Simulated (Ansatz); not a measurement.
## Swapping NH2 for F on Ge: the atomisation energy

On one Ge centre, n of the NH2 ligands are replaced by F. The atomisation energy (no zero-point term) y in kJ/mol at CCSD(T)/def2-TZVPP. Shapes, held fixed at every level: PBE0-D4/def2-TZVP. Flexible molecules stand in one conformer, not always the lowest. Programs: Ansatz 0.2.0.

| molecule | n | y (kJ/mol) |
| --- | --- | --- |
| Ge(NH2)4 | 0 | 4238 |
| Ge(NH2)2F2 | 2 | ? |
| Ge(NH2)F3 | 3 | 2496 |
| GeF4 | 4 | 1888 |

Fit y = c + s·n to the known rows and predict Ge(NH2)2F2.


1. Means of the 3 rows: n = 2.33333, y = 2874.0.
2. Σ(Δn)² = 8.6667, Σ(Δn·Δy) = -5078, so the slope is -5078/8.6667 = -585.92.
3. Intercept: 2874.0 − (-585.92) × 2.33333 = 4241.1. The largest residual of the fit is 13.
4. Ge(NH2)2F2: 4241.1 + (-585.92) × 2 = 3069 kJ/mol.

The run gave 3095 kJ/mol, so the prediction is off by -26 kJ/mol, more than the scatter of the fit. The steps per swap are -572, -599, -608 kJ/mol. The slope is the difference between a Ge–F and a Ge–NH2 bond with the ligands’ own bonds. Other levels give for Ge(NH2)2F2: HF/def2-SVP 2067; PBE-D4/def2-TZVPP 3245; B2PLYP/def2-TZVPP 3147 kJ/mol. Relativity is left out for Ge unless named. Correlated rows may include outer-core shells of Ge, which these sets cover unevenly.
